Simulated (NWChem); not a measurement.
Molecule: trifluoroacetic acid (C2HF3O2); SMILES O=C(C(F)(F)F)O

```xyz
8

O     -1.0822    -1.4804     0.0004
C      0.1269    -0.9367     0.0010
O      1.1653    -1.5253     0.0005
C      0.0174     0.5998     0.0003
F     -0.6564     1.0138     1.0696
F      1.2201     1.1412     0.0170
F     -0.6260     1.0130    -1.0881
H     -0.9697    -2.4443    -0.0007
```
Atoms are numbered in this order, from 1.

Computed with NWChem. The geometry was optimised at PBE0/def2-SVP. Total energies compare along this basis series because the functional is fixed.

```json
[
 {"level": "PBE0/cc-pVDZ", "basis functions": "103", "energy (Ha)": "-526.3120", "highest occupied level (eV)": "-8.80", "orbital gap (eV)": "8.14", "dipole (D)": "2.15"},
 {"level": "PBE0/aug-cc-pVDZ", "basis functions": "170", "energy (Ha)": "-526.3571", "highest occupied level (eV)": "-9.23", "orbital gap (eV)": "8.04", "dipole (D)": "2.19"},
 {"level": "PBE0/cc-pVTZ", "basis functions": "224", "energy (Ha)": "-526.4817", "highest occupied level (eV)": "-9.09", "orbital gap (eV)": "8.14", "dipole (D)": "2.17"}
]
```
